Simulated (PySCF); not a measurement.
B (boron, neutral) across methods

[He] 2s2 3d1, 2D determinant (an excited configuration). All numbers are calculated (PySCF 2.14, scalar relativity by spin-free X2C-1e, in x2c-TZVPPall with one added diffuse shell each of s, p, d type (6s4p3d1f, 40 functions)).

```tsv
method	E (hartree)	mean ε 2s α (eV)	mean ε 2s β (eV)	mean ε 3d α (eV)	Σ⟨r²⟩ (bohr²)	⟨S²⟩
UHF	-24.24851	-18.193	-18.151	-0.138	37.08	0.750
PBE0	-24.3397	-15.244	-15.182	0.376	36.69	0.750
PBE	-24.3371	-13.973	-13.900	0.645	36.68	0.750
PBEsol	-24.2035	-13.847	-13.774	0.742	36.61	0.750
wB97X	-24.3596	-17.670	-17.657	-0.445	36.64	0.750
r2SCAN	-24.3505	-14.205	-14.184	0.767	36.81	0.750
revPBE	-24.3827	-13.965	-13.918	0.581	36.76	0.750
LDA	-24.0759	-13.904	-13.801	0.857	36.47	0.750
CAM-B3LYP	-24.3510	-16.655	-16.623	-0.013	36.56	0.750
```

The outer electron is Rydberg-like, and this basis confines it to a smaller radius and binds it less than a complete one would.

The highest occupied level is positive at PBE0, PBE, PBEsol, r2SCAN, revPBE, LDA: only the finite basis holds that electron, which in a density functional comes from self-interaction.
